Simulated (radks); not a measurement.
Results of a calculation; reference values are marked as such.
Mg+, 11 electrons, occupied as [Ne] 3s1. Code: a radial shooting solver on a logarithmic mesh with Libxc functionals. Model: scalar-relativistic Kohn-Sham, BP86, spin-unpolarised, spherical densities, point nucleus.

Local quantities along the radius. ELF = 1/(1 + alpha^2) is the electron localisation function; alpha = (tau - tau_W)/tau_unif compares the Pauli kinetic energy density with that of the uniform gas. tau is taken from the large components.

```
   r/bohr * ELF (the largest magnitude, 1, reaches the edge; | marks zero)
 0.004173 |                                                      *
 0.004705 |                                                      *
 0.005348 |                                                      *
 0.006029 |                                                      *
 0.006798 |                                                      *
 0.007726 |                                                      *
 0.008711 |                                                      *
 0.009822 |                                                      *
  0.01107 |                                                      *
  0.01259 |                                                      *
  0.01419 |                                                      *
    0.016 |                                                      *
  0.01819 |                                                      *
   0.0205 |                                                      *
  0.02312 |                                                      *
  0.02628 |                                                      *
  0.02963 |                                                      *
   0.0334 |                                                      *
  0.03766 |                                                      *
   0.0428 |                                                      *
  0.04826 |                                                      *
  0.05441 |                                                      *
  0.06185 |                                                      *
  0.06973 |                                                      *
  0.07862 |                                                      *
  0.08936 |                                                     *
   0.1007 |                                                    *
   0.1136 |                                                   *
   0.1281 |                                               *
   0.1456 |                                       *
   0.1641 |                           *
   0.1851 |                 *
   0.2103 |           *
   0.2371 |         *
   0.2674 |           *
   0.3039 |                 *
   0.3426 |                          *
   0.3863 |                                   *
   0.4356 |                                         *
    0.495 |                                            *
   0.5582 |                                              *
   0.6293 |                                               *
   0.7153 |                                              *
   0.8064 |                                             *
   0.9093 |                                           *
    1.033 |                                     *
    1.165 |                           *
    1.314 |               *
    1.481 |     *
    1.684 |  *
    1.898 |  *
     2.14 |      *
    2.432 |                      *
    2.743 |                                            *
    3.092 |                                                    *
    3.514 |                                                      *
    3.963 |                                                      *
    4.468 |                                                      *
    5.037 |                                                      *
    5.725 |                                                      *
    6.455 |                                                      *
    7.278 |                                                      *
    8.272 |                                                      *
```

On this mesh the ELF has minima near r = 0.24, 1.7 bohr, which separate the shells, and maxima near 0.63 (0.87).

Self-consistent cycle (total energy in hartree, residual of the potential): 1: -199.392528, 3e+00; 2: -199.877981, 2e+00; 3: -200.118121, 2e-01; 4: -200.120529, 1e-01; 5: -200.122511, 5e-02; 6: -200.122891, 3e-04; 7: -200.122891, 4e-04; 8: -200.122891, 4e-05; 9: -200.122891, 7e-07; 10: -200.122891, 4e-07; 11: -200.122891, 1e-07; 12: -200.122891, 8e-09; 13: -200.122891, 5e-10.
